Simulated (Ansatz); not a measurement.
C₂H₄AlBZn. The species carries charge 0 and has multiplicity 1. The bonds changed during the relaxation, so this is another structure than the one it started from.

```xyz
9

B    -0.9284    0.5479    0.0051
C     0.0057    0.1999   -1.0920
C     0.9795   -0.2532   -1.7526
Zn    1.7739   -1.0516    0.0188
Al    0.0614   -0.3513    1.6960
H    -1.9382   -0.1061    0.1674
H    -0.8967    1.6583    0.4949
H     1.3749   -0.3019   -2.7506
H    -0.4321   -0.3420    3.2129
```

Question: What are the harmonic wavenumbers in cm⁻¹ at PBE0-D4/def2-TZVP (Ansatz, finite differences of forces, unscaled)? (An estimate is asked.)

Answer: Computed: 93, 150, 251, 264, 314, 355, 373, 441, 488, 563, 710, 730, 791, 841, 957, 1161, 1881, 1889, 2457, 2512, 3327.

Question: Is this a minimum?

Answer: Yes, all 21 modes are real.

Question: Give the ideal-gas thermochemistry at 298.15 K and 1 bar (rigid rotor, harmonic oscillator; point group Cs, symmetry number 1).

Answer: Zero-point energy 122.9 kJ/mol; H(298) − E = 144.8 kJ/mol; entropy 352.5 J/(mol·K), of which translation 169.7, rotation 114.5, vibration 68.3; G(298) − E = 39.7 kJ/mol. Modes under 100 cm⁻¹ are hindered rotations or soft bends, so the harmonic entropy is rough.

Question: And at 400, 500, 600, 800 and 1000 K?

Answer: 
```
T (K)  H − E (kJ/mol)  S (J/mol/K)  G − E (kJ/mol)
  400           157.3        388.6             1.9
  500           171.1        419.3           -38.6
  600           185.9        446.2           -81.9
  800           217.8        492.0          -175.8
 1000           252.0        530.1          -278.2
```

Question: Rotational constants (cm⁻¹)?

Answer: 0.1278, 0.08985, 0.05348.
